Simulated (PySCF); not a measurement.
A structure optimised at ωB97X-D3(BJ)/def2-SVP, used in a PySCF frequency run:

```xyz
12

C     -2.8587     0.4059    -0.7716
Si    -1.4071    -0.7870    -0.7792
C     -0.0716    -0.2221     0.4087
C      1.1571     0.0812    -0.0127
Cl     2.4290     0.6227     1.0336
H     -3.3030     0.4732     0.2345
H     -3.6450     0.0750    -1.4686
H     -2.5341     1.4151    -1.0702
H     -0.7913    -0.8647    -2.1386
H     -1.8765    -2.1512    -0.3895
H     -0.2816    -0.1206     1.4810
H      1.4761     0.0151    -1.0579
```
Charge 0, spin multiplicity 1.

**Question.** Write its SMILES and formula.

**Answer.** C[SiH2]/C=C/Cl, C3H7ClSi

**Question.** What are its rotational constants (standard atomic weights)?

**Answer.** 11.515, 1.0116, 0.97399 GHz
